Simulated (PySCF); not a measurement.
Compound: C7H11NO.
SMILES with atom numbers: `[NH2:1][CH2:2][C@@H:3]1[CH2:4][CH:5]=[CH:6][C:7](=[O:8])[CH2:9]1` (hydrogens: H10, H11 on N1; H12, H13 on C2; H14 on C3; H15, H16 on C4; H17 on C5; H18 on C6; H19, H20 on C9)

Geometry (GFN2-xTB, Å), atoms numbered from 1 in this order:
```
atom  x, y, z in Å
N1    -2.5821   -0.7574   -0.5351
C2    -1.8240    0.1123    0.3513
C3    -0.3757    0.2220   -0.1337
C4     0.2873   -1.1539   -0.1906
C5     1.7345   -1.0413   -0.5216
C6     2.4410    0.0733   -0.3349
C7     1.8679    1.2848    0.2633
O8     2.4940    2.3157    0.3781
C9     0.4464    1.1374    0.7691
H10   -3.5258   -0.8822   -0.1862
H11   -2.6479   -0.3419   -1.4590
H12   -2.2501    1.1270    0.4351
H13   -1.8399   -0.3394    1.3479
H14   -0.3819    0.6440   -1.1460
H15   -0.2268   -1.7841   -0.9171
H16    0.1859   -1.6472    0.7826
H17    2.2091   -1.9249   -0.9282
H18    3.4850    0.1342   -0.6073
H19   -0.0044    2.1277    0.8560
H20    0.5022    0.7047    1.7731
```

Computed at PBE0/pcSseg-1 (PySCF, non-relativistic), with Q(14N) = 0.02044 b, Q(17O) = −0.0256 b: N1, 14N (I = 1): χzz = -5.555 MHz, η = 0.116; O8, 17O (I = 5/2): χzz = 12.15 MHz, η = 0.440.

Task: Where would the pure quadrupole (NQR) lines of 14N at N1 fall for the rigid, isolated species?

Result: From ν± = (3/4)|χ|(1 ± η/3) and ν0 = |χ|η/2: ν+ 4.327 MHz, ν− 4.006 MHz, ν0 0.321 MHz (primary amine nitrogen).

Task: Where would the pure quadrupole (NQR) lines of 17O at O8 fall for the rigid, isolated species?

Result: From the eigenvalues of H = χ/[4I(2I − 1)] × [3Iz² − I(I + 1) + η(Ix² − Iy²)], steps between neighbouring levels, labelled as for η = 0: ±1/2↔±3/2 2.173 MHz, ±3/2↔±5/2 3.520 MHz (ketone oxygen).

In a crystal, neighbours and librations shift these lines. GFN2-xTB bond lengths can be off by several hundredths of an ångström, more for odd bonds, and the gradients follow them. The basis is small and wasn't made for field gradients, so the couplings can be 20 % off.

One conformer stands for the species.
